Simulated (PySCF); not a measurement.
**Stationary points of H3AsS**

All numbers come from PBE0/[As def2-TZVP, S def2-TZVP, H def2-TZVP], no relativity, density fitting, PySCF.

Relaxations began from a few typed shapes. The search is not exhaustive: other isomers or separated fragments can lie lower, and high-lying points may rest on an excited occupation.

```json
{"spin": "singlet", "group": "C3v", "bonds": "As–H 1.514 Å (×3), As–S 2.051 Å", "angles": "H–As–H 100.5° (×3), H–As–S 117.4° (×3)", "imaginary modes (cm⁻¹)": "none", "ΔE (kJ/mol)": "0.0", "ΔE with ZPE (kJ/mol)": "0.0"}
{"spin": "singlet", "group": "C2v", "bonds": "As–H 1.560 Å (×2), As–H 1.584 Å, As–S 2.095 Å", "angles": "H–As–H 88.5° (×2), H–As–H 177.1°, H–As–S 91.5° (×2), H–As–S 180.0°", "imaginary modes (cm⁻¹)": "1494i", "ΔE (kJ/mol)": "323.3", "ΔE with ZPE (kJ/mol)": "–"}
```

The lowest minimum found is the singlet C3v: As–H 1.514 Å (×3), As–S 2.051 Å; H–As–H 100.5° (×3), H–As–S 117.4° (×3).

Counting electrons, arsenic keeps none of its valence electrons outside its bonds, so the VSEPR class is AX4 and the expected shape is tetrahedral; with unlike ligands the computed point group is C3v.
